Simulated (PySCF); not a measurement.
Radial density of N+ (nitrogen, charge +1)

r2SCANh, [He] 2s1 2p2 3d1, one real determinant (an excited configuration). Calculation: PySCF 2.14, in aug-cc-pwCVDZ; no relativity, point nucleus.

| r (bohr) | 4πr²ρ (e/bohr) | 4πr²(ρα − ρβ) |
| --- | --- | --- |
| 0.00476 | 0.05386 | 0.0016 |
| 0.00801 | 0.1463 | 0.0044 |
| 0.0135 | 0.3821 | 0.0116 |
| 0.0227 | 0.9528 | 0.0288 |
| 0.0381 | 2.172 | 0.0654 |
| 0.0641 | 4.298 | 0.1280 |
| 0.108 | 6.676 | 0.1945 |
| 0.181 | 7.030 | 0.2265 |
| 0.305 | 4.162 | 0.4098 |
| 0.513 | 2.070 | 1.3486 |
| 0.863 | 2.568 | 2.5426 |
| 1.45 | 1.756 | 1.7555 |
| 2.44 | 0.6948 | 0.6948 |
| 4.11 | 0.07837 | 0.0784 |
| 6.91 | 0.0001105 | 0.0001 |

⟨L²⟩ = 7.99 against 12 for a pure F term, so this real determinant mixes terms. The outer electron is Rydberg-like, and this basis confines it to a smaller radius and binds it less than a complete one would.
